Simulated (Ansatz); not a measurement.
VOF3, SMILES [O]=[V]([F])([F])[F], multiplicity 1.

The structure is a stationary point at ωB97X-D3(BJ)/def2-SVP. The spin state was assumed, not searched. The isomer is the one that the SMILES or the coordinates give; other isomers of the formula were not compared.

Two levels are set side by side: PBE/def2-SVPD (Ansatz, an electronic-structure program) and PBE0/def2-SVPD (Ansatz). Energy differences of separate SCF runs at the same geometry; the states with an electron removed or added have multiplicity 2 and 2. Differences are taken from unrounded values.

| quantity | PBE |
|---|---|
| vertical ionisation energy (eV) | 13.49 |
| vertical electron affinity (eV) | 1.05 |
| vertical singlet–triplet gap (eV) | 4.84 |

These are the PBE values. What does PBE0 give? (The exact figures need the calculation; the answer reports its results.)


```json
[
 {"quantity": "vertical ionisation energy (eV)", "PBE0": "14.00", "PBE minus PBE0": "-0.51"},
 {"quantity": "vertical electron affinity (eV)", "PBE0": "2.01", "PBE minus PBE0": "-0.96"},
 {"quantity": "vertical singlet–triplet gap (eV)", "PBE0": "4.08", "PBE minus PBE0": "0.76"}
]
```
